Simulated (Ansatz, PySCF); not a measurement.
GaFClBr, SMILES [F][Ga]([Cl])[Br].

Geometry optimised at PBE0-D3(BJ)/def2-SVP. The structure was generated by enumeration; whether it is a known compound was not checked.

Vertical ionisation energy (IE) and electron affinity (EA) in eV. Rows of orbital energies are one-electron estimates. Where ΔSCF, EOM or ADC give a negative EA the extra electron is unbound and the value depends on the basis.

| level | IE | EA |
|---|---|---|
| −ε(HOMO), −ε(LUMO), CAM-B3LYP/def2-TZVPD (PySCF) | 10.58 | 1.39 |
| −ε(HOMO), −ε(LUMO), PBE/def2-TZVPD (PySCF) | ? | ? |
| ΔSCF, CAM-B3LYP/def2-SVPD (Ansatz), final states of multiplicity 2 and 2 | 11.77 | 0.71 |
| ΔSCF, PBE/def2-SVPD (Ansatz), final states of multiplicity 2 and 2 | 11.11 | 0.81 |

**Question.** Complete the blanks. (The exact figures need the calculation; the answer reports its results.)

**Answer.** 
- −ε(HOMO), −ε(LUMO), PBE/def2-TZVPD (PySCF), IE: 7.91
- −ε(HOMO), −ε(LUMO), PBE/def2-TZVPD (PySCF), EA: 3.18

**Question.** What vertical singlet–triplet gap does ΔSCF give with CAM-B3LYP/def2-SVPD (Ansatz, a first-principles code) and with PBE/def2-SVPD (Ansatz)? (The exact figures need the calculation; the answer reports its results.)

**Answer.** 5.54 and 4.89 eV (triplet above singlet where positive).
